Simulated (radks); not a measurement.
The numbers below are computed, except where a source is named.
Pt2-, configuration [Hg]. Level of theory: scalar-relativistic Kohn-Sham, LDA (Slater exchange, Perdew-Wang correlation), spin-unpolarised, spherical densities, finite nucleus; Fermi nuclear charge, rms radius 5.427 fm; Watson sphere of charge +2 and radius 2.84 bohr (a radial shooting solver on a logarithmic mesh with Libxc functionals).

Local quantities along the radius. ELF = 1/(1 + alpha^2) is the electron localisation function; alpha = (tau - tau_W)/tau_unif compares the Pauli kinetic energy density with that of the uniform gas. tau is taken from the large components.

```
   r/bohr * ELF (the largest magnitude, 1, reaches the edge; | marks zero)
0.0006412 |                                                      *
0.0007464 |                                                      *
 0.000869 |                                                      *
 0.001012 |                                                      *
 0.001178 |                                                      *
 0.001371 |                                                      *
 0.001596 |                                                      *
 0.001858 |                                                      *
  0.00218 |                                                      *
 0.002538 |                                                      *
 0.002955 |                                                      *
  0.00344 |                                                      *
 0.004005 |                                                      *
 0.004662 |                                                      *
 0.005428 |                                                      *
 0.006319 |                                                      *
 0.007356 |                                                     *
 0.008564 |                                                     *
  0.00997 |                                                   *
  0.01161 |                                                 *
  0.01351 |                                            *
  0.01573 |                                    *
  0.01831 |                           *
  0.02132 |                    *
  0.02502 |                 *
  0.02912 |                    *
   0.0339 |                          *
  0.03947 |                                  *
  0.04595 |                                       *
  0.05349 |                                        *
  0.06227 |                                    *
   0.0725 |                             *
   0.0844 |                    *
  0.09825 |                  *
   0.1144 |                        *
   0.1332 |                                 *
    0.155 |                                      *
   0.1805 |                                    *
   0.2101 |                          *
   0.2446 |               *
    0.287 |                 *
   0.3341 |                             *
    0.389 |                                     *
   0.4528 |                                      *
   0.5272 |                                *
   0.6137 |                       *
   0.7145 |                 *
   0.8318 |                    *
   0.9683 |                             *
    1.127 |                                 *
    1.312 |                                *
    1.528 |                           *
    1.779 |                       *
     2.07 |                     *
     2.41 |                      *
    2.806 |                      *
    3.293 |                     *
    3.834 |                 *
    4.463 |           *
    5.195 |     *
    6.048 | *
    7.041 *
    8.197 *
    9.543 *
```

On this mesh the ELF has minima near r = 0.025, 0.098, 0.24, 0.71 bohr, which separate the shells, and maxima near 0.053 (0.74), 0.16 (0.71), 0.45 (0.71), 1.1 (0.62), 2.8 (0.43).

Self-consistent cycle (total energy in hartree, residual of the potential): 1: -18454.26629, 3e+00; 2: -18455.07185, 2e+00; 3: -18455.29197, 4e-01; 4: -18455.26773, 2e-01; 5: -18455.27960, 1e-02; 6: -18455.27938, 1e-02; 7: -18455.27963, 8e-03; 8: -18455.27982, 4e-04; 9: -18455.27982, 6e-05; 10: -18455.27982, 4e-05; 11: -18455.27982, 2e-05; 12: -18455.27982, 2e-07; 13: -18455.27982, 5e-08; 14: -18455.27982, 1e-09.
